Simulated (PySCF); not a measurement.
Species: C5H6FNOSe.
Cartesian coordinates in Å at the PBE0-D3(BJ)/def2-SVP level; atoms count from 1:
```
atom  x, y, z in Å
N1     0.7100   -0.7283    2.8796
C2     0.7875   -0.1494    1.8822
C3     0.9264    0.6032    0.5990
F4     2.0465    1.3649    0.6953
C5    -0.2581    1.5257    0.3577
Se6   -1.9076    0.5227    0.1089
C7    -1.1135   -0.6663   -1.2188
C8     0.1906   -1.2497   -0.7189
O9     1.1630   -0.2568   -0.4539
H10   -0.4011    2.1948    1.2171
H11   -0.0269    2.1236   -0.5359
H12   -1.8476   -1.4655   -1.3965
H13   -0.9636   -0.1122   -2.1576
H14    0.6430   -1.8915   -1.4895
H15    0.0175   -1.8653    0.1830
```

Linear response at CAM-B3LYP/def2-SVPD (PySCF, frozen core in the response, non-relativistic). Relativistic effects, spin–orbit coupling among them, are left out although an element past zinc is present.

Static isotropic polarisability: 89.19 au (13.22 Å³), principal values 84.3, 87.6, 95.7 au.

Problem. What is the polarisability at 1064 nm and at the sodium D line?

Solution. 89.90 au at 1064 nm (+0.8 %), 91.58 au at 589.3 nm (+2.7 %). The rise at 589.3 nm is 3.36 times that at 1064 nm; a pure ω² law gives 3.26. The lowest singlet lies at 263 nm, shorter than both wavelengths.

Problem. What is the isotropic C6 coefficient between two such molecules, C6 = (3/π)∫α(iω)² dω?

Solution. 3389 au (Eh·bohr⁶) by a ten-point quadrature over imaginary frequencies, which is 2030 eV·Å⁶ or 195 J·nm⁶/mol.

Problem. Which effective excitation energy ω̄ makes London's formula C6 = (3/4)α²ω̄ exact here?

Solution. ω̄ = 4·C6/(3α²) = 0.568 Eh = 15.5 eV. A one-pole form α(ω) = α/(1 − ω²/ω̄²) fitted to the 1064 nm value gives 13.1 eV.

Problem. What three-body coefficient follows from the one-pole estimate C9 = (3/4)·α·C6?

Solution. 227000 au. This is an estimate from the two numbers above, not a computed integral.

Problem. The lowest 6 singlets have (eV, f): 4.72, 0.000; 5.89, 0.035; 6.26, 0.031; 6.51, 0.008; 6.81, 0.013; 7.21, 0.009. What share of the static polarisability do they carry in the sum over states α = Σ f/ω²?

Solution. 1.81 au, 2.0 % of α; the largest term, 0.74 au, is that of the state at 5.89 eV. Their oscillator strengths add up to 0.10. Higher states carry the rest.

Problem. What molar refraction at the D line follows from R = (4π/3)·N_A·α′, with α′ the polarisability volume?

Solution. α′ = 13.57 Å³ gives R = 34.23 cm³/mol, for isolated, non-vibrating species.

Problem. How anisotropic is the static polarisability, by Δα² = ½[(α1 − α2)² + (α2 − α3)² + (α3 − α1)²]?

Solution. Δα = 10.1 au, or 0.11 of the isotropic value.

Problem. How many electrons N does the Slater–Kirkwood formula C6 = (3/4)·√N·α^(3/2) need to give this C6?

Solution. N = (4·C6/3)²/α³ = 28.8; the species has 94 electrons in all.

One conformer stands for the species.
